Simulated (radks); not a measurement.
Q: The ruthenium ion Ru+, configuration [Kr] 4d7. Method: scalar-relativistic Kohn-Sham, r2SCAN, spin-unpolarised, spherical densities, finite nucleus; meta-GGA in the generalised Kohn-Sham scheme; Fermi nuclear charge, rms radius 4.4809 fm; computed with a radial shooting solver on a logarithmic mesh with Libxc functionals. Some entries of the table are withheld. Estimate them.

orbital,occ.,eigenvalue (hartree),<r> (bohr)
1s,2,(1),(2)
2s,2,-116.8947,0.1456
2p,6,(3),0.1270
3s,2,(4),0.4017
3p,6,-16.93906,0.4024
3d,10,-10.40800,0.3842
4s,2,(5),1.024
4p,6,-2.02730,1.132
4d,7,-0.45940,1.631

A: 
(1) 1s eigenvalue (hartree): -808.1362
(2) 1s <r> (bohr): 0.03344
(3) 2p eigenvalue (hartree): -104.6215
(4) 3s eigenvalue (hartree): -21.00933
(5) 4s eigenvalue (hartree): -3.15461
